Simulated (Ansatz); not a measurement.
Mulliken charges of AlH₅OSeSi, SMILES `[OH][AlH][SiH2][SeH]` from PBE/def2-TZVPP in Ansatz (PBE0-D4/def2-TZVP geometry).

```tsv
atom	x (Å)	y (Å)	z (Å)	charge (e)
O1	-0.376	1.698	-0.949	-0.361
Al2	-0.007	1.130	0.610	0.451
Si3	0.243	-1.298	0.629	0.046
Se4	0.100	-1.984	-1.555	-0.188
H5	-0.513	2.618	-1.170	0.173
H6	0.127	2.157	1.813	-0.116
H7	-0.800	-1.985	1.444	-0.047
H8	1.551	-1.750	1.183	-0.045
H9	-0.237	-0.632	-2.023	0.086
```

Task: By hand: the dipole of these point charges (1 e Å = 4.8032 D).

Result: Σ q r = (-0.031, 0.530, 0.231) e Å, of length 0.579 e Å = 2.78 D.

Task: How does the dipole of the full density compare? (Best estimate.)

Result: Ansatz gave: (-0.042, 0.481, 0.143) e Å, 2.42 D; the point charges give 1.15 times that, at 7° from its direction.

Point charges leave out the atoms' own dipoles, such as those of lone pairs, and Mulliken's split depends on the basis, so the close match here is no proof of good charges.
